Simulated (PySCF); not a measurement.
Compound: C8H9F3.
Structure used (PBE0-D3(BJ)/def2-SVP), in Å, numbered top down from 1:
```
atom  x, y, z in Å
C1     3.027    0.603   -0.443
C2     1.700    0.701   -0.538
C3     0.751   -0.377   -0.144
C4    -0.303   -0.868   -1.176
C5    -1.323   -0.897   -0.065
C6    -2.502   -1.481    0.118
C7    -0.421   -0.095    0.854
C8    -0.844    1.344    1.020
F9     0.089    2.060    1.654
F10   -1.968    1.425    1.739
F11   -1.080    1.948   -0.153
H12    3.684    1.416   -0.763
H13    3.506   -0.295   -0.041
H14    1.257    1.616   -0.948
H15    1.316   -1.237    0.245
H16   -0.534   -0.089   -1.922
H17   -0.087   -1.808   -1.705
H18   -3.043   -1.380    1.062
H19   -2.966   -2.076   -0.673
H20   -0.279   -0.492    1.871
```

Method used: PBE0-D3(BJ)/def2-SVP geometry optimisation, gas phase (PySCF 2.14.0).

Take the most abundant isotopes and a rigid rotor. The values belong to one conformer with, in the numbering `[CH2:1]=[CH:2][C@@H:3]1[CH2:4][C:5](=[CH2:6])[C@@H:7]1[C:8]([F:9])([F:10])[F:11]`, C1–C2–C3–C4 -126°, C2–C3–C4–C5 -138°, C3–C4–C5–C6 -161°, C4–C5–C7–C8 105°, C2–C3–C7–C5 136°.

Question: Give the principal moments of inertia and the rotational constants in MHz.

Answer: Ia = 361.05, Ib = 477.14, Ic = 713.94 u·Å²; 505379 MHz·u·Å²/I gives A = 1400, B = 1059, C = 707.9 MHz.

Question: Classify the top.

Answer: An asymmetric top; Ray's κ = 0.016.

Question: Is it planar, by Δ = Ic − Ia − Ib?

Answer: Not planar: Δ = Ic − Ia − Ib = -124.25 u·Å². For a rigid frame Δ = −2 Σ m c², so Σ m c² = 62.13 u·Å² lies off the ab plane: 11.08 from hydrogen and 51.04 from heavier atoms. The atom farthest from that plane is 1.78 Å away.

Question: Give the other two planar moments, Paa and Pbb, and the rms extents of the mass along the axes.

Answer: Paa = Σ m a² = (Ib + Ic − Ia)/2 = 415.01 and Pbb = Σ m b² = (Ia + Ic − Ib)/2 = 298.93 u·Å². With the mass M = 162.07 u, the rms extents √(P/M) along a, b and c are 1.60, 1.36, 0.62 Å.

Question: Where do the levels up to J = 4 lie, in cm⁻¹?

Answer: Above 0(0,0):
J = 1: 1(0,1) 0.0589, 1(1,1) 0.0703, 1(1,0) 0.0820
J = 2: 2(0,2) 0.1713, 2(1,2) 0.1765, 2(1,1) 0.2116, 2(2,1) 0.2457, 2(2,0) 0.2512
J = 3: 3(0,3) 0.3311, 3(1,3) 0.3328, 3(1,2) 0.4012, 3(2,2) 0.4225, 3(2,1) 0.4451, 3(3,1) 0.5116, 3(3,0) 0.5134
J = 4: 4(0,4) 0.5372, 4(1,4) 0.5376, 4(1,3) 0.6437, 4(2,3) 0.6538, 4(2,2) 0.7055, 4(3,2) 0.7549, 4(3,1) 0.7659, 4(4,1) 0.8695, 4(4,0) 0.8700
The levels of one J sum to (2J + 1)J(J + 1)(A + B + C)/3.

Question: Which types of transition are allowed, and where do some lines up to J = 5 fall?

Answer: The dipole components are |μa| = 0.78 D, |μb| = 1.83 D, |μc| = 0.71 D. Intensities carry the squares of the components, which stand as 0.18 : 1.00 : 0.15 (a : b : c). Some lines, for components of 0.1 D or more:

```csv
type,branch,"J(Ka,Kc)",MHz,lower level (cm⁻¹)
a,Q,"4(3,1) ← 4(3,2)",331,0.755
b,Q,"1(1,0) ← 1(0,1)",692,0.059
b,Q,"3(2,1) ← 3(1,2)",1314,0.401
c,R,"1(1,0) ← 0(0,0)",2459,0.000
b,R,"2(0,2) ← 1(1,1)",3028,0.070
b,Q,"4(2,3) ← 4(1,4)",3482,0.538
b,Q,"5(2,4) ← 5(1,5)",4388,0.790
c,R,"3(1,2) ← 2(0,2)",6894,0.171
b,R,"3(3,0) ← 2(2,1)",8026,0.246
b,R,"5(2,4) ← 4(1,3)",8774,0.644
a,R,"5(3,3) ← 4(3,2)",9053,0.755
c,R,"4(4,0) ← 3(3,0)",10690,0.513
c,R,"4(4,1) ← 3(3,1)",10730,0.512
c,R,"5(4,1) ← 4(3,1)",12427,0.766
```

Question: Estimate the classical rotational partition function at 25 K, 200 K and 500 K.

Answer: Point group C1, symmetry number σ = 1; q = (√π/σ)·√((kT/h)³/(ABC)), k/h = 20836.6 MHz/K: 20600 at 25 K, 465000 at 200 K, 1840000 at 500 K.

No frequency check. No vibrational averaging or centrifugal distortion is included, and the geometry carries the error of its method.
